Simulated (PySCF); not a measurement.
HfH₂: fields on a plane

These are results of PySCF, UPBE0, basis Hf def2-TZVP with ECP60, H def2-TZVP (scalar-relativistic core potentials, no spin–orbit coupling, density fitting), not measurements.

The triplet minimum has Hf–H 1.863 Å (×2); H–Hf–H 120.8°.

The plane holds Hf1 at (0.00, 0.00), H2 at (1.86, 0.00), H3 at (-0.95, 1.60) Å. Columns run from x = -2.85 to 4.05 Å, rows from y = 4.05 (top) to -1.95 Å, in steps of 0.3 Å. Other isomers or separated fragments may lie lower. Core electrons replaced by a potential are absent, the electrostatic potential uses the reduced nuclear charge, and values within about 0.7 Å of such atoms have no physical meaning.

Q: Give the electron localisation function (set to 0 where the density is under 0.005 e/Å³). Lower edges of the bins: '0' 0.000, '1' 0.100, '2' 0.200, '3' 0.300, '4' 0.400, '5' 0.500, '6' 0.600, '7' 0.700, '8' 0.800, '9' 0.900; top 1.00.

A: 
```
000000000000000000000000
000000000000000000000000
000000000000000000000000
000008998000000000000000
000899999950000000000000
008999999972000000000000
009999999982000000000000
089999999971000000000000
099999999950000124000000
089999999610001489870000
069999985210004899997000
025887534664017999999000
001221258888329999999700
000000388008639999999800
000000388008639999999800
000000157789639999999800
000000013687328999999000
000010000122016999998000
000111100000002799980000
000122211000000256000000
000023321100000000000000
```

Q: Give the spin density (e/Å³) (cut at ±0.5 e/Å³). Lower edges of the bins (e/Å³): '0' -0.023, '1' 0.010, '2' 0.044, '3' 0.077, '4' 0.110, '5' 0.144, '6' 0.177, '7' 0.210, '8' 0.243, '9' 0.277; top 0.31.

A: 
```
000000000000000000000000
000000000000000000000000
000000000000000000000000
000000000000000000000000
000000000000000000000000
000000000000000000000000
000000000000000000000000
000000000000000000000000
000000100000000000000000
000000110000000000000000
000000111011100000000000
000000122101100000000000
000000147200000000000000
000000159001111100000000
000000124008521100000000
000000100158421100000000
000011111012210000000000
000011121100000000000000
000011111110000000000000
000001111110000000000000
000000111100000000000000
```

Open d and f shells are described by one determinant, and the ground state may have another occupation or spin. No spin–orbit coupling is included, which matters more the heavier the element.
